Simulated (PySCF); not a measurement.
# Assigning NMR signals

Geometry (Å), atoms numbered from 1 in this order:
```xyz
21

C     2.6929   -0.8062    1.0584
C     1.2709   -0.3351    0.8972
O     0.5602   -0.0173    1.8289
O     0.8927   -0.2973   -0.3542
C    -0.4306    0.2384   -0.6511
C    -0.2970    1.7562   -0.7361
C    -0.7695   -0.3382   -2.0194
Si   -1.7514   -0.2725    0.6697
O    -2.0756    0.8352    1.8011
H     2.7817   -1.3907    1.9695
H     3.3408    0.0646    1.1443
H     2.9954   -1.3880    0.1934
H    -1.2605    2.1914   -0.9854
H     0.4282    2.0379   -1.4999
H     0.0269    2.1636    0.2197
H    -1.7178    0.0627   -2.3622
H     0.0052   -0.0826   -2.7405
H    -0.8489   -1.4207   -1.9631
H    -3.0200   -0.2555   -0.0558
H    -1.4418   -1.6171    1.1496
H    -1.3907    1.0429    2.4354
```

How the numbers were obtained: shieldings: GIAO PBE0/pcSseg-1, GFN2-xTB structure, in PySCF (one conformer, equivalent nuclei averaged, gas phase, no relativistic terms).

Referencing at the same level of theory: 13C and 1H vs TMS.

Q: Assign these signals to the numbered atoms. 13C{1H} NMR (computed): δ 180.6 (C), 75.7 (C), 25.0 (CH3), 23.8 (CH3).

A: 
```tsv
δ (ppm)	atoms	environment	reason
180.6	C2	ester carbonyl carbon	it is a carbonyl in resonance with an O or N lone pair, the region of acids, esters and amides
75.7	C5	fully substituted sp3 carbon bonded to O and Si	the inductive effect lowers its shielding
25.0	C6/C7	methyl carbon	saturated and bonded to C and H only
23.8	C1	methyl carbon α to a carbonyl	the adjacent C=O deshields it moderately
```

C6/C7 and C1 lie closer than the usual error of such a calculation, so a measured spectrum could show them in the other order.

Q: Assign these signals to the numbered atoms. 1H NMR (400 MHz, computed): δ 4.53 (s, 2H), 2.22 (br s, 1H), 2.14 (s, 3H), 1.28 (s, 6H).

A: 
| δ (ppm) | atoms | environment | reason |
| --- | --- | --- | --- |
| 4.53 | H19/H20 | hydrogen on a silicon bonded to C, O | – |
| 2.22 | H21 | hydrogen on an oxygen bonded to Si | labile proton, position sensitive to the medium |
| 2.14 | H10/H11/H12 | hydrogen on a methyl carbon α to a carbonyl | α to C=O |
| 1.28 | H13/H14/H15/H16/H17/H18 | hydrogen on a methyl carbon | – |

H21 and H10/H11/H12 lie closer than the usual error of such a calculation, so a measured spectrum could show them in the other order.

OH/NH shifts are gas-phase values; hydrogen bonding in solution moves them, usually downfield. Shifts are as computed. Against solution values, carbons near 30 ppm lie about +3 ppm off and those near 130 ppm about +5 ppm. Of 1211 compounds with measured shifts, 218 miss one by over three times the rms of a fit or turn the order of signals round; such compounds aren't used in these exercises. No couplings were computed; multiplicities are counted from neighbouring protons, with m where these are inequivalent, close in shift, in a saturated or five-membered ring or joined by F or P, and br s for small geminal =CH2 splittings.
